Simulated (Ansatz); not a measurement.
Geometry optimisation, RKS B3LYP-D4/def2-SVP (Ansatz).

Input:

```yaml
crystal:
  periodic: [false, false, false]
  atoms:
    - { symbol: Si, position_ang: [0.0, 0.0, 0.0] }
    - { symbol: O, position_ang: [0.0, 0.0, 1.68] }
    - { symbol: Si, position_ang: [-1.3147, -0.4067, 2.6436] }
    - { symbol: H, position_ang: [-2.239, -1.2403, 1.8804] }
    - { symbol: H, position_ang: [-0.8506, -1.1432, 3.8157] }
    - { symbol: H, position_ang: [-1.9987, 0.8095, 3.0733] }
    - { symbol: "N", position_ang: [1.7163, 0.0, -0.6061] }
    - { symbol: H, position_ang: [2.2145, -0.918, -0.7868] }
    - { symbol: H, position_ang: [2.2175, 0.918, -0.7783] }
    - { symbol: H, position_ang: [-0.6877, 1.1914, -0.4862] }
    - { symbol: H, position_ang: [-0.6877, -1.1914, -0.4862] }
basis:
  gaussian: { orbitals: def2-SVP }
hamiltonian:
  xc: b3lyp
  dispersion: d4
relax:
  f_tol: 0.02
  max_steps: 40
output:
  orbitals: {}
```

Launched with:

```bash
$ ansatz run input.yaml --threads 2 --pin off --max-ram 3072MiB --backend cpu --events-out ev --progress --plain --runs-dir out
```

Question: Where does it end, and by what steps?

Answer: The run converged. The force dipped under the threshold on the way, but the program's further checks kept it going. After 12 steps the energy has fallen by 0.441 eV; H4 moved furthest, 0.54 Å.

```csv
step,energy less start (eV),largest force component (eV/Å),accepted
0,0.0000,3.111,yes
1,-0.3078,1.661,yes
2,-0.3900,0.363,yes
3,-0.3986,0.637,yes
4,-0.4215,0.283,yes
5,-0.4197,0.345,no
6,-0.4306,0.072,yes
7,-0.4366,0.075,yes
8,-0.4386,0.119,yes
9,-0.4394,0.064,yes
10,-0.4406,0.010,yes
11,-0.4408,0.010,yes
12,-0.4410,0.019,yes
```

```xyz
11
Properties=species:S:1:pos:R:3
Si -0.022 0.090 -0.236
O -0.388 0.005 1.388
Si -1.312 -0.440 2.683
H -2.232 -1.561 2.318
H -0.423 -0.888 3.793
H -2.127 0.717 3.157
N 1.652 -0.060 -0.595
H 2.127 -0.953 -0.503
H 2.289 0.709 -0.412
H -0.457 1.426 -0.724
H -0.738 -1.024 -0.919
```

Run time: 33 s on 2 threads of Arm Neoverse V1, on a shared host, peak memory 0.2 GiB.
